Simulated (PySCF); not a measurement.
C3H5BO2, SMILES B(O)(C=O)C=C.

Geometry optimised at r2SCAN-D4/def2-SVP. This is a generated structure with no PubChem entry under its InChIKey; it may be hypothetical. The values are those of a single conformer.

Two levels are set side by side: TDA-PBE/def2-SVPD (PySCF) and TDA-B3LYP/def2-SVPD (PySCF). Vertical, same geometry. The lowest singlet is HOMO→LUMO 99 % with PBE and HOMO→LUMO 97 % with the other functional; states are paired by order. Differences are taken from unrounded values.

```json
[
 {"quantity": "lowest singlet excitation (eV)", "TDA-B3LYP": "2.88"},
 {"quantity": "lowest triplet excitation (TDA) (eV)", "TDA-B3LYP": "2.26"},
 {"quantity": "first bright state (f over 0.05) (eV)", "TDA-B3LYP": "4.81"},
 {"quantity": "its oscillator strength", "TDA-B3LYP": "0.16"}
]
```

What does TDA-PBE give, and how far is it from TDA-B3LYP? (An estimate is asked for; the answer gives what the named calculation found.)


| quantity | TDA-PBE | TDA-PBE minus TDA-B3LYP |
|---|---|---|
| lowest singlet excitation (eV) | 2.51 | -0.38 |
| lowest triplet excitation (TDA) (eV) | 1.94 | -0.32 |
| first bright state (f over 0.05) (eV) | 4.14 | -0.68 |
| its oscillator strength | 0.11 | -0.05 |

Functionals without exact exchange tend to place singlet excitations lower, as here. Differences between two approximate levels are no errors against the true value.

Rough cost on one machine, each run with all the roots and properties that it gave: TDA-B3LYP against TDA-PBE about 2 times.
